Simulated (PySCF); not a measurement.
A structure optimised at PBE-D3(BJ)/def2-SVP, used in a PySCF frequency run:

```
N
H 1 1.0272
Si 1 1.7327 2 115.06
F 3 1.6323 1 112.41 2 -68.16
O 3 1.6672 4 102.71 1 -119.50
H 5 0.9723 3 114.57 4 167.58
Si 1 1.7603 2 115.75 3 -170.99
H 3 1.4916 4 107.60 5 -122.06
H 7 1.5011 1 106.94 2 -177.37
H 7 1.5061 9 109.60 1 -119.92
H 7 1.5066 9 109.25 10 -117.67
```

### Question
Write its SMILES and formula.

### Answer
O[Si@H](F)N[SiH3], FH₆NOSi₂

### Question
What are its rotational constants (standard atomic weights)?

### Answer
6.1723, 1.5552, 1.3443 GHz
